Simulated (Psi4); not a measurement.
C$_{6}$H$_{15}$N$_{2}$, doublet, at a GFN2-xTB geometry; R2SCAN/6-31G in Psi4.

Input for Psi4:
```
memory 2 GB

molecule mol {
0 2
  C     2.182642    0.759164   -1.207845
  N     1.568095    0.039292   -0.192218
  C     2.323021   -1.039597    0.389673
  C     0.707319    0.752195    0.721928
  C    -0.616754    0.029640    1.019669
  N    -1.614722    0.271582   -0.007498
  C    -1.339620   -0.467473   -1.222513
  C    -2.952966   -0.005088    0.470907
  H     1.623836    1.580440   -1.615464
  H     2.808425    0.193728   -1.873377
  H     2.834667   -1.588904   -0.398250
  H     1.651753   -1.721850    0.911655
  H     3.074228   -0.679718    1.107686
  H     0.464206    1.723822    0.290412
  H     1.230514    0.918085    1.676129
  H    -1.007074    0.433755    1.957067
  H    -0.437175   -1.049619    1.168092
  H    -0.346013   -0.216297   -1.581102
  H    -2.068969   -0.185398   -1.980713
  H    -1.394792   -1.558160   -1.071651
  H    -3.665567    0.239715   -0.315369
  H    -3.097905   -1.060049    0.755582
  H    -3.165597    0.621289    1.336399
}

set basis 6-31g
set reference uks
set level_shift 0.3

energy('r2scan')
print_variables()
```

### Question
What does Psi4 print? Leave out banner, timings and long lists.

### Answer

```
   => Loading Basis Set <=

    Name: 6-31G
    Role: ORBITAL
    Keyword: BASIS

         ---------------------------------------------------------
                                   SCF
               by Justin Turney, Rob Parrish, Andy Simmonett
                          and Daniel G. A. Smith
                              UKS Reference
         ---------------------------------------------------------

  ==> Geometry <==

    Molecular point group: c1
    Full point group: C1

    Geometry (in Angstrom), charge = 0, multiplicity = 2:

       Center              X                  Y                   Z               Mass
    ------------   -----------------  -----------------  -----------------  -----------------
         C            2.169754819542     0.738909752243    -1.204675870193    12.000000000000
         N            1.555207819542     0.019037752243    -0.189048870193    14.003074004430
         C            2.310133819542    -1.059851247757     0.392842129807    12.000000000000
         C            0.694431819542     0.731940752243     0.725097129807    12.000000000000
         C           -0.629641180458     0.009385752243     1.022838129807    12.000000000000
         N           -1.627609180458     0.251327752243    -0.004328870193    14.003074004430
         C           -1.352507180458    -0.487727247757    -1.219343870193    12.000000000000
         C           -2.965853180458    -0.025342247757     0.474076129807    12.000000000000
         H            1.610948819542     1.560185752243    -1.612294870193     1.007825032230
         H            2.795537819542     0.173473752243    -1.870207870193     1.007825032230
         H            2.821779819542    -1.609158247757    -0.395080870193     1.007825032230
         H            1.638865819542    -1.742104247757     0.914824129807     1.007825032230
         H            3.061340819542    -0.699972247757     1.110855129807     1.007825032230
         H            0.451318819542     1.703567752243     0.293581129807     1.007825032230
         H            1.217626819542     0.897830752243     1.679298129807     1.007825032230
         H           -1.019961180458     0.413500752243     1.960236129807     1.007825032230
         H           -0.450062180458    -1.069873247757     1.171261129807     1.007825032230
         H           -0.358900180458    -0.236551247757    -1.577932870193     1.007825032230
[...]
      Ntotal   =   65.0001910760 ; deviation = 1.911e-04

   @Spin Contamination Metric:   3.745822016E-03
   @S^2 Expected:                7.500000000E-01
   @S^2 Observed:                7.537458220E-01
   @S   Expected:                5.000000000E-01
   @S   Observed:                5.000000000E-01

    Orbital Energies [Eh]
    ---------------------

    Alpha Occupied:

[...]
    Alpha Virtual:

[...]
    Beta Occupied:

[...]
    Beta Virtual:

[...]
     102A      1.832894

    Final Occupation by Irrep:
              A
    DOCC [    32 ]
    SOCC [     1 ]
    NA   [    33 ]
    NB   [    32 ]

  @DF-UKS Final Energy:  -346.75953019524650

   => Energetics <=

    Nuclear Repulsion Energy =            412.6612477517463731
    One-Electron Energy =               -1284.9041843386230539
    Two-Electron Energy =                 577.3164083007908403
    DFT Exchange-Correlation Energy =     -51.8330019091606715
    Empirical Dispersion Energy =           0.0000000000000000
    VV10 Nonlocal Energy =                  0.0000000000000000
    Total Energy =                       -346.7595301952464979

  UHF NO Occupations:
  HONO-2 :   31  A 1.9994617
  HONO-1 :   32  A 1.9990517
  HONO-0 :   33  A 1.0000000
  LUNO+0 :   34  A 0.0009483
  LUNO+1 :   35  A 0.0005383
  LUNO+2 :   36  A 0.0002004
  LUNO+3 :   37  A 0.0000793

Computation Completed

Properties will be evaluated at   0.000000,   0.000000,   0.000000 [a0]

Properties computed using the SCF density matrix

 Multipole Moments:

 ------------------------------------------------------------------------------------
     Multipole            Electronic (a.u.)      Nuclear  (a.u.)        Total (a.u.)
 ------------------------------------------------------------------------------------

 L = 1.  Multiply by 2.5417464519 to convert [e a0] to [Debye]
 Dipole X            :          1.4629659           -1.5829607           -0.1199948
 Dipole Y            :          2.0479012           -2.4878681           -0.4399669
 Dipole Z            :         -0.0072029            0.3892674            0.3820645
 Magnitude           :                                                    0.5949310

 ------------------------------------------------------------------------------------

  Variable Map:
  ----------------------------------------------------------------------------
[...]
  Array Variable Map:
  ----------------------------------------------------------------------------
[...]
[...]
```
